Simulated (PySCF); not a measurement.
## `C#C[C@@H]1[C@H]([O-])C1(F)F`, [C$_{5}$H$_{3}$F$_{2}$O]-, charge -1

Geometry:
| atom | x (Å) | y (Å) | z (Å) |
| --- | --- | --- | --- |
| C1 | 2.439 | -0.589 | 0.483 |
| C2 | 1.328 | -0.485 | 0.032 |
| C3 | 0.040 | -0.334 | -0.516 |
| C4 | -0.816 | 1.081 | -0.408 |
| O5 | -0.365 | 2.174 | 0.027 |
| C6 | -1.149 | -0.154 | 0.390 |
| F7 | -2.266 | -0.920 | 0.080 |
| F8 | -0.987 | -0.278 | 1.738 |
| H9 | 3.408 | -0.653 | 0.877 |
| H10 | -0.156 | -0.920 | -1.409 |
| H11 | -1.469 | 1.081 | -1.321 |

Total charge -1.

Level of theory: PySCF, TDDFT CAM-B3LYP/def2-SVPD circular dichroism and optical rotation, one conformer, gas phase. Geometry: GFN2-xTB.

For a gas-phase anion, states above the detachment energy (about 2.2 eV, taken as minus the energy of the highest occupied orbital) lie in the continuum and depend on the basis. Singlets 8 and 9 lie within 0.01 eV of each other, so their separate moments and overlaps can depend on how they mix.

Problem. Assign R or S to each stereocentre.

Solution. C3 R, C4 S.

Problem. List the lowest 16 singlet excitations with oscillator and rotatory strengths.

Solution. Rotatory strengths R in 10⁻⁴⁰ esu² cm², velocity form and length form (origin at the centre of mass); f in length form.
| state | E (eV) | λ (nm) | f | R (velocity) | R (length) | main |
| --- | --- | --- | --- | --- | --- | --- |
| 1 | 4.39 | 282 | 0.005 | +6.3 | +6.9 | HOMO→LUMO 0.50, HOMO→LUMO+1 0.34 |
| 2 | 4.90 | 253 | 0.016 | -2.9 | -3.4 | HOMO−1→LUMO 0.39, HOMO−1→LUMO+1 0.37 |
| 3 | 5.03 | 247 | 0.009 | -0.3 | -1.0 | HOMO→LUMO+4 0.32, HOMO→LUMO+2 0.22 |
| 4 | 5.18 | 239 | 0.044 | -21.2 | -16.7 | HOMO→LUMO+1 0.35, HOMO→LUMO+3 0.29 |
| 5 | 5.42 | 229 | 0.036 | -14.9 | -14.6 | HOMO→LUMO+4 0.22, HOMO→LUMO+5 0.15 |
| 6 | 5.57 | 223 | 0.041 | +0.6 | -0.8 | HOMO→LUMO+2 0.31, HOMO−1→LUMO+3 0.29 |
| 7 | 5.63 | 220 | 0.103 | +22.6 | +23.0 | HOMO→LUMO+3 0.24, HOMO→LUMO+2 0.17 |
| 8 | 5.82 | 213 | 0.022 | +18.8 | +15.5 | HOMO→LUMO+5 0.45, HOMO→LUMO+6 0.20 |
| 9 | 5.82 | 213 | 0.028 | +2.1 | +2.2 | HOMO−1→LUMO 0.23, HOMO−1→LUMO+2 0.21 |
| 10 | 5.99 | 207 | 0.026 | -45.4 | -44.7 | HOMO−1→LUMO+5 0.18, HOMO→LUMO+4 0.15 |
| 11 | 6.05 | 205 | 0.010 | -5.6 | -6.1 | HOMO−1→LUMO+2 0.53, HOMO→LUMO+6 0.13 |
| 12 | 6.14 | 202 | 0.037 | -0.6 | -2.4 | HOMO→LUMO+6 0.26, HOMO−1→LUMO+4 0.24 |
| 13 | 6.41 | 194 | 0.087 | +47.2 | +46.6 | HOMO−1→LUMO+6 0.57, HOMO−1→LUMO+4 0.10 |
| 14 | 6.53 | 190 | 0.010 | -2.2 | -1.6 | HOMO−1→LUMO+4 0.24, HOMO→LUMO+7 0.22 |
| 15 | 6.65 | 186 | 0.020 | -5.0 | -4.3 | HOMO→LUMO+7 0.48, HOMO−1→LUMO+6 0.11 |
| 16 | 6.73 | 184 | 0.0007 | -2.1 | -1.2 | HOMO−2→LUMO 0.16, HOMO−2→LUMO+3 0.14 |

For state 6 the two forms differ in sign, so the sign of R isn't settled.

Among the states computed, the strongest CD band (largest |R|) is state 13. The largest dissymmetry factor in size, g = 4R/(D+G), with D and G the electric and magnetic dipole strengths, is -0.038 for state 16 (velocity form, f = 0.0006), among bands with |R| over 0.5. The mirror image has the same energies and oscillator strengths and all R with the opposite sign.
